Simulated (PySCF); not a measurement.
A calculated (UHF, PySCF 2.14, def2-QZVPPD, no relativity, point nucleus) atom or ion has these occupied shells.

```
shell  electrons  orbital energy (eV)  rms radius, mean of both spins (bohr)
 1s α          1              -3260.3                                 0.0998
 1s β          1              -3259.0                                 0.0998
 2s α          1              -367.26                                  0.449
 2s β          1              -365.27                                  0.449
 2p α          3              -292.62                                  0.417
 2p β          3              -291.11                                  0.417
 3s α          1              -64.600                                   1.42
 3p α          3              -44.407                                   1.59
 3p β          2              -38.526                                   1.59
```

(1) Name the element and its charge.

## Answers

(1) Ar²⁺ (argon, charge +2), in [Ne] 3s1 3p5, high-spin 3P determinant (an excited configuration).
